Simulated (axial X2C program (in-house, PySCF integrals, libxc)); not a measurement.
# Potential curves of LiSb⁺, with spin–orbit coupling

Calculated with an in-house relativistic program for diatomic molecules. Two-component (2c) means X2C with spin–orbit coupling and atomic mean-field two-electron Coulomb and Gaunt terms. Basis: Sb dyall-cv3z [11s12p8d4f1g], Li dyall-cv3z [7s8p2d] (cores contracted in-house); Gaussian nuclei, density fitting, unrestricted open shells. Masses: Sb 120.904 u, Li 7.016 u.

State: Ω = 3/2 (⟨Sz⟩ = 1.47, ⟨Lz⟩ = 0.03 at HF). Energies in eV from the fragments at the same level (Sb + Li+). Fits are polynomials in 1 − R0/R over 0.85 to 1.23 times the lowest point R0.

```tsv
R (Å)	CCSD
2.6590	-0.4028
2.7467	-0.4433
2.8343	-0.4661
2.9220	-0.4755
3.0243	-0.4737
3.1265	-0.4618
3.2580	-0.4365
```

Correlated methods: 15 electrons correlated (number of frozen shells: Sb 4 s, 3 p, 1 d; Li 1 s), 233 virtual spin orbitals or spinors in MP2, 90 natural virtuals in coupled cluster.

One determinant describes the state; a PBE0 search over occupations chose it and may have missed a lower one. Dissociation energies refer to the lowest single-determinant-based atoms at the same level and basis. CCSD ran in a truncated set of natural virtual spinors with an MP2 remainder; without triples it tends to underbind. PBE0 can misorder states that lie within some tenths of an eV, so this need not be the ground state of the molecule. The nearest other 2c determinant of the search, Ω = 1/2, lies 0.50 eV up at the distance of the search. With several unpaired electrons one determinant need not be a pure state. This is the top spin component of a Σ state; components of lower Ω are not single determinants and can lie lower. Coupled cluster ran on the points near the minimum only. MP2 and coupled cluster on one determinant become unreliable at the stretched end.

Task: Fit the CCSD curve near its minimum: give the equilibrium distance, the harmonic wavenumber and the well depth.

Result: At CCSD, 2c: Re = 2.956 Å, ωe ≈ 221 cm⁻¹, De = 0.48 eV to Sb + Li+; Be follows as 0.291 cm⁻¹.
